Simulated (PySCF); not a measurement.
## Electron correlation in O (oxygen, neutral)

[He] 2s2 2p4, high-spin 3P determinant. Computed with PySCF 2.14 in cc-pVTZ-DK (4s3p2d1f, 30 functions), with scalar relativity by spin-free X2C-1e. Frozen: 1s2; 6 electrons correlated.

MP2 pair energies summed by pair of shells (mhartree):

| pair | energy | share (%) |
| --- | --- | --- |
| 2p-2p | -67.08 | 46.8 |
| 2s-2p | -65.71 | 45.9 |
| 2s-2s | -10.45 | 7.3 |

Total MP2 correlation energy: -143.23 mhartree.

Same-spin part -35.53 and opposite-spin part -107.71 mhartree; SCS-MP2 scales them by 1/3 and 6/5 to -141.09 mhartree.

| level | correlation energy (mhartree) |
| --- | --- |
| CCSD | -159.38 |
| (T) | -2.91 |
| CCSD(T) | -162.29 |

Diagnostics: T1 = 0.0053, D1 = 0.0105, largest double amplitude 0.048.

Cost of the coupled-cluster step: 0.33 s of wall time on 1 thread of Neoverse-V1 (shared host), for 6 correlated electrons.
